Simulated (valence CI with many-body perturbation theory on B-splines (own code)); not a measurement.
**E1 line list for Te²¹⁺**

Level of theory: configuration interaction combined with many-body perturbation theory (CI+MBPT): three valence electrons over a frozen Dirac-Fock core [Ar] 3d10, a basis of 11 s, 11 p, 9 d, 7 f, 5 g, 2 h, 1 i functions for each j, with the one-electron correlation potential Σ1, the two-electron term Σ2, the three-electron term Σ3, Breit, model QED; selected CI, second order for the rest (own B-spline code, finite nucleus).

No measured spectrum was set against this ion. As an estimate, levels hold to about 250 cm⁻¹ or 0.2 % of their energy and the worst to 1 %, as in measured heavy ions of charge 2 to 7; those with d or f electrons hold less well.

Lines 51 to 100 of 270 in falling wavelength, among levels below 225.17 eV, chosen from the strongest by gf and those to the six lowest levels. Wavelengths and rates use the calculated energies, so an error of 2000 cm⁻¹ moves a line at 216.4 Å by 0.43 % and its rate by three times that or more. Electric multipoles are in the length gauge, E1 and E2 with the static RPA response of the core. Weak lines are less certain than strong ones. Lines between different terms over intervals too small for the method are left out, as are lines whose strength nearly cancels. Where a level lies close to another of its J and parity, the split of strength between their lines is uncertain. The highest levels of a list are the least certain.

Levels are named by their leading jj configuration (3d3/2^4 stands for four electrons in 3d with j = 3/2), which in mixed levels can hold well under half, so a name can repeat and another be missing. Letters in brackets count levels of one name in rising energy.

```tsv
λ vac (Å)	Upper	Lower	A (s⁻¹)	S (a.u.) with core polarisation	S without
216.4	(4p1/2 4p3/2 4d3/2) J=1/2 [b]	(4s 4p3/2 4d3/2) J=3/2 [a]	1.48e+10	1.49e-01	1.62e-01
215.8	(4s 4p3/2^2) J=5/2	(4s^2 4p3/2) J=3/2	7.85e+09	2.34e-01	2.55e-01
215.0	(4p3/2^2 4d3/2) J=7/2	(4s 4p3/2 4d5/2) J=7/2 [c]	8.10e+09	3.18e-01	3.47e-01
215.0	(4p3/2^2 4d3/2) J=7/2	(4s 4p3/2 4d3/2) J=5/2 [b]	6.38e+09	2.50e-01	2.73e-01
211.3	(4p1/2 4p3/2^2) J=3/2	(4s 4p1/2 4p3/2) J=3/2 [b]	3.72e+09	6.92e-02	7.55e-02
209.6	(4p1/2^2 4p3/2) J=3/2	(4s 4p1/2 4p3/2) J=3/2 [a]	7.91e+09	1.44e-01	1.56e-01
208.9	(4p3/2^2 4d3/2) J=3/2	(4s 4p3/2 4d5/2) J=3/2 [a]	6.97e+09	1.26e-01	1.37e-01
208.8	(4p1/2 4p3/2^2) J=5/2	(4s 4p1/2 4p3/2) J=3/2 [b]	6.11e+09	1.65e-01	1.80e-01
207.6	(4p3/2^2 4d5/2) J=7/2	(4s 4p3/2 4d5/2) J=5/2 [a]	1.27e+10	4.48e-01	4.89e-01
206.5	(4p1/2 4p3/2 4d5/2) J=7/2 [b]	(4s 4p1/2 4d5/2) J=5/2 [b]	9.13e+09	3.17e-01	3.47e-01
206.1	(4p1/2 4p3/2 4d3/2) J=7/2	(4s 4p1/2 4d5/2) J=7/2	5.94e+09	2.05e-01	2.24e-01
205.7	(4p3/2^2 4d3/2) J=7/2	(4s 4p3/2 4d5/2) J=7/2 [b]	6.21e+09	2.13e-01	2.33e-01
205.5	(4s 4p3/2 4d5/2) J=7/2 [b]	(4s^2 4d5/2) J=5/2	1.31e+10	4.48e-01	4.89e-01
204.8	(4p1/2 4p3/2 4d5/2) J=7/2 [a]	(4s 4p1/2 4d5/2) J=5/2 [a]	1.83e+10	6.21e-01	6.78e-01
202.8	(4s 4p3/2 4d5/2) J=3/2 [a]	(4s^2 4d3/2) J=3/2	1.52e+10	2.50e-01	2.72e-01
200.7	(4p1/2 4p3/2 4d5/2) J=7/2 [a]	(4s 4p1/2 4d5/2) J=7/2	4.59e+09	1.46e-01	1.60e-01
197.9	(4p1/2 4p3/2 4d3/2) J=5/2	(4s 4p1/2 4d3/2) J=5/2	1.02e+10	2.35e-01	2.56e-01
197.0	(4p1/2 4p3/2 4d5/2) J=5/2 [c]	(4s 4p1/2 4d5/2) J=3/2	1.25e+10	2.83e-01	3.10e-01
196.9	(4s 4p3/2 4d5/2) J=7/2 [c]	(4s^2 4d5/2) J=5/2	2.84e+10	8.55e-01	9.34e-01
196.9	(4p3/2^2 4d5/2) J=7/2	(4s 4p3/2 4d5/2) J=7/2 [a]	7.34e+09	2.21e-01	2.41e-01
194.5	(4p1/2 4p3/2 4d5/2) J=9/2	(4s 4p1/2 4d5/2) J=7/2	1.09e+10	3.97e-01	4.33e-01
192.3	(4p1/2 4p3/2 4d3/2) J=7/2	(4s 4p1/2 4d3/2) J=5/2	9.42e+09	2.64e-01	2.88e-01
192.2	(4s 4p1/2 4p3/2) J=3/2 [b]	(4s^2 4p1/2) J=1/2	2.75e+10	3.86e-01	4.20e-01
190.7	(4p1/2 4p3/2 4d5/2) J=1/2	(4s 4p1/2 4d5/2) J=3/2	2.64e+10	1.80e-01	1.96e-01
190.3	(4p1/2 4p3/2 4d5/2) J=5/2 [a]	(4s 4p1/2 4d5/2) J=7/2	1.21e+10	2.47e-01	2.69e-01
190.2	(4p1/2 4p3/2 4d3/2) J=5/2	(4s 4p1/2 4d3/2) J=3/2 [a]	7.45e+09	1.52e-01	1.65e-01
189.6	(4s 4p3/2 4d3/2) J=5/2 [b]	(4s^2 4d3/2) J=3/2	3.90e+10	7.86e-01	8.58e-01
189.4	(4p1/2 4p3/2^2) J=3/2	(4s 4p1/2 4p3/2) J=5/2	1.41e+10	1.90e-01	2.06e-01
187.5	(4p1/2 4p3/2^2) J=5/2	(4s 4p1/2 4p3/2) J=5/2	1.05e+10	2.04e-01	2.22e-01
187.2	(4p1/2 4p3/2^2) J=1/2	(4s 4p1/2 4p3/2) J=3/2 [b]	5.02e+10	3.25e-01	3.53e-01
186.8	(4p1/2 4p3/2 4d5/2) J=3/2 [b]	(4s 4p1/2 4d5/2) J=5/2 [b]	3.04e+10	3.91e-01	4.25e-01
186.4	(4p3/2^2 4d3/2) J=3/2	(4s 4p3/2 4d3/2) J=5/2 [a]	1.36e+10	1.74e-01	1.89e-01
186.4	(4p1/2 4p3/2 4d5/2) J=5/2 [b]	(4s 4p1/2 4d3/2) J=3/2 [b]	1.27e+10	2.44e-01	2.65e-01
185.8	(4p1/2 4p3/2 4d3/2) J=3/2 [b]	(4s 4p1/2 4d3/2) J=1/2	8.96e+09	1.13e-01	1.23e-01
185.7	(4p3/2^2 4d5/2) J=7/2	(4s 4p3/2 4d5/2) J=9/2	1.30e+10	3.29e-01	3.58e-01
185.6	(4p3/2^2 4d3/2) J=5/2	(4s 4p3/2 4d5/2) J=7/2 [a]	1.06e+10	2.01e-01	2.18e-01
185.0	(4p1/2 4p3/2 4d3/2) J=3/2 [b]	(4s 4p1/2 4d3/2) J=3/2 [b]	1.48e+10	1.85e-01	2.01e-01
185.0	(4p1/2 4p3/2 4d3/2) J=3/2 [a]	(4s 4p1/2 4d3/2) J=3/2 [a]	2.39e+10	2.99e-01	3.26e-01
185.0	(4p3/2^2 4d3/2) J=5/2	(4s 4p3/2 4d3/2) J=5/2 [a]	1.29e+10	2.41e-01	2.63e-01
184.6	(4p1/2 4p3/2 4d3/2) J=1/2 [b]	(4s 4p1/2 4d3/2) J=1/2	1.72e+10	1.07e-01	1.16e-01
184.0	(4p1/2 4p3/2 4d3/2) J=1/2 [a]	(4s 4p1/2 4d3/2) J=3/2 [a]	4.22e+10	2.59e-01	2.82e-01
183.6	(4p1/2 4p3/2 4d5/2) J=5/2 [b]	(4s 4p1/2 4d5/2) J=5/2 [a]	1.57e+10	2.89e-01	3.14e-01
183.5	(4p3/2^2 4d5/2) J=9/2	(4s 4p3/2 4d5/2) J=9/2	2.03e+10	6.18e-01	6.73e-01
183.3	(4s 4p3/2 4d5/2) J=1/2	(4s^2 4d3/2) J=3/2	4.68e+10	2.85e-01	3.09e-01
182.6	(4p1/2 4p3/2 4d5/2) J=7/2 [b]	(4s 4p1/2 4d5/2) J=7/2	1.01e+10	2.42e-01	2.63e-01
182.4	(4p1/2^2 4p3/2) J=3/2	(4s 4p1/2^2) J=1/2	1.73e+10	2.07e-01	2.25e-01
180.9	(4s 4p3/2^2) J=1/2	(4s^2 4p3/2) J=3/2	6.38e+10	3.73e-01	4.06e-01
180.9	(4s 4p1/2 4p3/2) J=1/2	(4s^2 4p1/2) J=1/2	8.93e+10	5.21e-01	5.67e-01
180.2	(4s 4p3/2 4d3/2) J=3/2 [b]	(4s^2 4d5/2) J=5/2	1.64e+10	1.89e-01	2.06e-01
180.0	(4s 4p3/2 4d5/2) J=3/2 [b]	(4s^2 4d5/2) J=5/2	6.13e+10	7.06e-01	7.67e-01
```
